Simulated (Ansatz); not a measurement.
**Question.** Name a neutral molecule of C, F, Si and H with LUMO energy (PBE0/def2-TZVPP) between 0.15 and 0.45 eV and HOMO energy (B3LYP/def2-TZVPP) between -7.80 and -7.50 eV (Ansatz, PBE0-D4/def2-TZVP geometry).

**Answer.** `C#CC[SiH2]F` (0.20 eV, -7.51 eV); `CC(F)([SiH3])[SiH3]` (0.17 eV, -7.73 eV); `C[SiH]([SiH3])CF` (0.24 eV, -7.78 eV). Other molecules can fit too; these were computed, each in one conformer that needn't be the lowest.

B3LYP here is the variant with VWN-RPA as its local correlation; programs differ in this.
